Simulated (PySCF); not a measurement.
Structure with atom numbers: `[CH3:1][CH2:2][n:3]1[cH:4][p:5][c:6]([F:7])[n:8]1`. Each H is labelled by its parent atom.

[PySCF 2.14.0 with density-fitted response routines: shielding tensors at PBE0/pcSseg-1 (GIAO); geometry: GFN2-xTB; single conformer; rapidly exchanging positions averaged; in vacuum; no relativistic terms]

δ = σ(ref) − σ, references computed at the same level: TMS for 13C (σref 186.93) and 1H (σref 31.72); NH3 for 15N (σref 267.73); 31P (σref 318.38) vs H3PO4; 19F (σref 170.95) against CFCl3.

| atoms | nucleus | count | δ (ppm) |
| --- | --- | --- | --- |
| C4 | 13C | 1 | 162.4 |
| N8 | 15N | 1 | ? |
| F7 | 19F | 1 | -106.5 |
| H(C4) | 1H | 1 | 8.29 |
| C2 | 13C | 1 | 54.1 |
| C1 | 13C | 1 | ? |
| P5 | 31P | 1 | 53.5 |
| H(C2) | 1H | 2 | 4.21 |
| H(C1) | 1H | 3 | 1.45 |
| C6 | 13C | 1 | 200.0 |
| N3 | 15N | 1 | ? |

Task: Fill in the missing shifts.

Result: 
- C1: 19.9 ppm, methyl carbon; saturated and bonded to C and H only
- N8: 336.1 ppm, pyridine-type nitrogen of an azole
- N3: 237.1 ppm, pyrrole-type ring nitrogen

Shifts are as computed. Against solution values, carbons near 30 ppm lie about +3 ppm off and those near 130 ppm about +5 ppm. Of 1211 compounds with measured shifts, 218 miss one by over three times the rms of a fit or turn the order of signals round; such compounds aren't used in these exercises. Unscaled 19F shifts against computed CFCl3 carry errors that often reach 10 to 50 ppm. Experimental scales use liquid or dissolved standards, which lie at an offset from isolated NH3 (liquid NH3: subtract about 20 ppm) and H3PO4. Unscaled 15N shifts of sp2 nitrogen come out 20 to 40 ppm too high even then.
